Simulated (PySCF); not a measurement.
Geometry (Å), atoms numbered from 1 in this order:
```xyz
6

W     0.000    0.000    0.035
S     0.004   -0.010    2.125
Cl    2.224    0.006   -0.544
Cl   -0.005    2.228   -0.530
Cl   -2.226   -0.002   -0.536
Cl    0.003   -2.222   -0.551
```

Geometry: PBE0-D3(BJ)/def2-SVP; GIAO absolute shieldings from PySCF, gas phase, scalar relativity only through the core potential, averaged over equivalent atoms.

At PBE0/pcSseg-1 (def2-TZVP on W) (160 basis functions, 20 s wall time on 1 thread of an Arm Neoverse V1, shared host):
```
          atoms  σ (ppm)
             S2   -690.0
Cl3/Cl4/Cl5/Cl6    244.6
```

**Question.** Estimate the result of repeating the calculation with wB97X-D/pcSseg-1 (def2-TZVP on W).

**Answer.** 
| atoms | σ at wB97X-D/pcSseg-1 (def2-TZVP on W) | change |
| --- | --- | --- |
| S2 | -783.8 | -93.8 |
| Cl3/Cl4/Cl5/Cl6 | 286.8 | +42.2 |

The largest change is at S2 (sulfur bonded to W). Cost: 160 basis functions, 28 s wall time on 1 thread of an Arm Neoverse V1, shared host.

W is described by an effective core potential, so it has no shielding of its own here; spin–orbit effects on the atoms bonded to it, which can be large, are absent, and the values of these neighbours are rough.
